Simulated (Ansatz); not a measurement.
`B[CH](Cl)[GeH3]` + HBr → `[GeH3][Br]` + `BCCl`  (ligand exchange at a Ge–C bond)

Gas-phase electronic energies from Ansatz, PBE0-D4/def2-TZVP geometries. CCSD(T)/CBS is the MP2 limit (def2-TZVPP, def2-QZVPP) plus CCSD(T) − MP2 in def2-TZVPP, frozen cores. DFT in def2-TZVPP. B3LYP here is the variant with VWN-RPA as its local correlation; programs differ in this. For Br, Ge outer-core shells are correlated without core-valence functions, which leaves a few kJ/mol of doubt a bond. Scalar relativity is left out up to krypton.

```json
{"level": "PBE-D4", "ΔE (kcal/mol)": "-17.5", "difference from CCSD(T)/CBS": "0.3"}
{"level": "r2SCAN-D4", "ΔE (kcal/mol)": "-19.0", "difference from CCSD(T)/CBS": "-1.2"}
{"level": "PBE0-D4", "ΔE (kcal/mol)": "-19.3", "difference from CCSD(T)/CBS": "-1.5"}
{"level": "B3LYP-D4", "ΔE (kcal/mol)": "-19.7", "difference from CCSD(T)/CBS": "-1.9"}
{"level": "ωB97X-V", "ΔE (kcal/mol)": "-20.3", "difference from CCSD(T)/CBS": "-2.5"}
{"level": "ωB97M-V", "ΔE (kcal/mol)": "-19.4", "difference from CCSD(T)/CBS": "-1.6"}
{"level": "B2PLYP", "ΔE (kcal/mol)": "-20.4", "difference from CCSD(T)/CBS": "-2.6"}
{"level": "PBE", "ΔE (kcal/mol)": "-18.7", "difference from CCSD(T)/CBS": "-0.9"}
{"level": "r2SCAN", "ΔE (kcal/mol)": "-19.4", "difference from CCSD(T)/CBS": "-1.6"}
{"level": "PBE0", "ΔE (kcal/mol)": "-20.3", "difference from CCSD(T)/CBS": "-2.5"}
{"level": "B3LYP", "ΔE (kcal/mol)": "-21.7", "difference from CCSD(T)/CBS": "-3.9"}
{"level": "HF/def2-TZVPP", "ΔE (kcal/mol)": "-27.8", "difference from CCSD(T)/CBS": "-10.0"}
{"level": "MP2/def2-TZVPP", "ΔE (kcal/mol)": "-17.5", "difference from CCSD(T)/CBS": "0.3"}
{"level": "SCS-MP2/def2-TZVPP", "ΔE (kcal/mol)": "-19.0", "difference from CCSD(T)/CBS": "-1.2"}
{"level": "CCSD/def2-TZVPP", "ΔE (kcal/mol)": "-19.0", "difference from CCSD(T)/CBS": "-1.2"}
{"level": "CCSD(T)/def2-TZVPP", "ΔE (kcal/mol)": "-17.7", "difference from CCSD(T)/CBS": "0.1"}
{"level": "HF/def2-QZVPP", "ΔE (kcal/mol)": "-27.9", "difference from CCSD(T)/CBS": "-10.1"}
{"level": "MP2/def2-QZVPP", "ΔE (kcal/mol)": "-17.7", "difference from CCSD(T)/CBS": "0.1"}
{"level": "SCS-MP2/def2-QZVPP", "ΔE (kcal/mol)": "-19.2", "difference from CCSD(T)/CBS": "-1.4"}
{"level": "HF/CBS(def2)", "ΔE (kcal/mol)": "-27.9", "difference from CCSD(T)/CBS": "-10.1"}
{"level": "MP2/CBS(def2)", "ΔE (kcal/mol)": "-17.7", "difference from CCSD(T)/CBS": "0.1"}
{"level": "CCSD/CBS(def2)", "ΔE (kcal/mol)": "-19.2", "difference from CCSD(T)/CBS": "-1.4"}
{"level": "CCSD(T)/CBS", "ΔE (kcal/mol)": "-17.8", "difference from CCSD(T)/CBS": "0"}
```

Largest T1 diagnostic among the species: 0.011.

In def2-TZVPP, CCSD(T) changes the Hartree–Fock value by +10.2 kcal/mol (the triples alone add +1.4 kcal/mol) and MP2 by +10.3 kcal/mol. From PBE to PBE0 (25 % exact exchange), in def2-TZVPP and without D4, ΔE moves by −1.6 kcal/mol. The D4 term adds +2.0 kcal/mol with B3LYP and +1.1 kcal/mol with PBE0; it sums over pairs of atoms, weighted by their polarisabilities, and B3LYP, whose exchange is more repulsive, gets the larger term.
